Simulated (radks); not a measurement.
Valence configurations of the tantalum ion Ta3+ (all share [Xe]). All-electron calculation, scalar-relativistic Kohn-Sham, PBE, spin-unpolarised, spherical densities, finite nucleus; Fermi nuclear charge, rms radius 5.3507 fm. Program: a radial shooting solver on a logarithmic mesh with Libxc functionals. Energies are relative to 4f14 5d2; eigenvalues in eV.

valence           E (eV)    e(4f)    e(5d)    e(6p)    e(6s)
4f14 5d2           0.000  -52.868  -29.129        -        -
4f14 5d1 6s1       2.403  -56.306  -31.433        -  -28.584
4f14 5d1 6p1       9.801  -57.715  -32.548  -21.949        -
4f13 5d2 6s1      30.889  -65.544  -33.464        -  -29.413
4f13 5d3          27.328  -61.949  -31.051        -        -
4f14 6s1 6p1      13.432  -61.306        -  -23.047  -30.802
4f13.5 6s1 6p1.5  34.093  -68.490        -  -24.176  -32.289
4f12 5d4          62.102  -71.539  -32.924        -        -
4f13.5 5d2.5      12.769  -57.341  -30.096        -        -
4f12.5 5d3 6s0.5  45.700  -68.498  -33.218        -  -29.065

NIST lists [Xe] 4f14 5d2 as the ground configuration; this level of theory agrees among the configurations tried. The energies are those of spherical spin-averaged densities, not of single terms.
